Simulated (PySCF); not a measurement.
# Radial density of In⁺ (indium, charge +1)

UHF, [Kr] 4d10 5s2, closed-shell 1S. All numbers are calculated (PySCF 2.14, a scalar-relativistic core potential, in cc-pVTZ-PP with ECP28MDF). This is the valence pseudo-density: the core potential removes the inner electrons and smooths the orbitals near the nucleus.

```
r (bohr)  4πr²ρ (e/bohr)
 0.00929       1.282e-05
  0.0156       2.963e-05
  0.0263       5.768e-05
  0.0442       0.0001160
  0.0743       0.0004092
   0.125        0.003791
   0.210         0.05689
   0.354           1.192
   0.595           13.54
    1.00           18.92
    1.68           4.707
    2.83          0.9519
    4.76         0.07909
    8.01       0.0004952
```

Energies and moments cover only the electrons outside the core potential.
